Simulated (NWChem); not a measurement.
Molecule: MgH2Se; SMILES [SeH][MgH]

```xyz
4

Mg     0.0170    -1.7548     0.0000
H      0.0284    -3.4570     0.0000
Se     0.0359     0.7012     0.0000
H     -1.4521     0.6750     0.0000
```
Atoms are numbered in this order, from 1.

All runs: NWChem. The geometry was optimised at PBE-D3(BJ)/def2-SVP. Ions are spin-unrestricted doublets at the neutral geometry; other ion states weren't tried.

| level | −ε(HOMO) (eV) |
|---|---|
| B3LYP/def2-TZVP | 6.51 |
| PBE/def2-TZVP | 5.66 |
| LDA (Slater exchange, VWN5)/def2-TZVP | ___ |
| Hartree-Fock/def2-TZVP | 9.20 |

Problem. Complete the blanks.

Solution. 
- LDA (Slater exchange, VWN5)/def2-TZVP, −ε(HOMO) (eV): 5.80
